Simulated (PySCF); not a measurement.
SMILES c1csc(Cc2nccs2)c1 (GFN2-xTB optimised geometry):

```
18

C      2.878     1.455     3.674
C      3.054     2.750     3.313
S      2.846     2.983     1.623
C      2.521     1.297     1.395
C      2.177     0.755     0.043
C      0.724     0.429    -0.006
N      0.237    -0.758     0.000
C     -1.116    -0.758     0.000
C     -1.694     0.470     0.000
S     -0.490     1.698    -0.002
C      2.568     0.622     2.575
H      2.966     1.100     4.685
H      3.296     3.590     3.932
H      2.734    -0.165    -0.149
H      2.421     1.493    -0.724
H     -1.636    -1.698    -0.001
H     -2.734     0.726     0.001
H      2.389    -0.435     2.653
```

Method: PBE0/def2-SVP (PySCF).

Q: What are the frontier orbital energies and the dipole moment?

A: HOMO-2 -7.30 eV, HOMO-1 -7.20 eV, HOMO -6.57 eV, LUMO -0.75 eV, LUMO+1 -0.16 eV; dipole moment 0.87 D.

Meta-Löwdin charges at PBE0/def2-SVP: C1 -0.13, C2 -0.24, S3 0.24, C4 -0.10, C5 -0.19, C6 0.04, N7 -0.26, C8 -0.04, C9 -0.25, S10 0.21, C11 -0.15, H12 0.12, H13 0.13, H14 0.14, H15 0.12, H16 0.12, H17 0.14, H18 0.12.
